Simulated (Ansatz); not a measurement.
Basis-set extrapolation for `C=CN([SiH2]Cl)[SiH2]Cl` (PBE0-D4/def2-TZVP geometry, frozen core, the Gaussian-basis code of Ansatz). Multiplicity 1, RHF reference.

```json
{"": "HF", "def2-TZVPP": "-1631.366853", "def2-QZVPP": "-1631.417046"}
{"": "MP2 correlation", "def2-TZVPP": "-1.149455", "def2-QZVPP": "-1.243081"}
{"": "CCSD(T) correlation", "def2-TZVPP": "-1.278507", "def2-QZVPP": "not run"}
```

Energies in hartree. Use E(X) = E(∞) + A·exp(−7.88·√X) for Hartree–Fock and E(X) = E(∞) + B·X^(−2.97) for correlation, with X = 3 and 4, and add CCSD(T) minus MP2 of the smaller set to the MP2 limit.

Task: What is the CCSD(T) energy at the basis-set limit?

Result: HF limit: -1631.417046 + (-0.050193) × 0.13774 = -1631.42396. MP2 limit: -1.243081 + (-0.093626) × 0.74074 = -1.31243. Higher-order term: -1.278507 − (-1.149455) = -0.12905. Total: -1632.86544 hartree, 5.99 eV below CCSD(T)/def2-TZVPP.
